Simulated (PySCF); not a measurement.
# Radial density of Te(2+) (tellurium, charge +2)

UHF, [Kr] 4d10 5s2 5p2, high-spin 3P determinant. All numbers are calculated (PySCF 2.14, scalar relativity through the core potential, in aug-cc-pwCVTZ-PP with ECP28MDF). This is the valence pseudo-density: the core potential removes the inner electrons and smooths the orbitals near the nucleus.

```tsv
r (bohr)	4πr²ρ (e/bohr)	4πr²(ρα − ρβ)
0.00219	2.508e-05	0.0000
0.00369	6.914e-05	0.0000
0.00621	0.0001825	0.0000
0.0104	0.0004347	0.0000
0.0176	0.0008722	0.0000
0.0295	0.001488	0.0000
0.0497	0.002025	0.0000
0.0836	0.003862	0.0000
0.141	0.02567	0.0002
0.236	0.3409	0.0026
0.398	5.253	0.0592
0.669	25.09	0.1959
1.13	13.13	0.0347
1.89	3.314	1.1204
3.18	0.7102	0.4642
5.35	0.01171	0.0097
```

Energies and moments cover only the electrons outside the core potential.
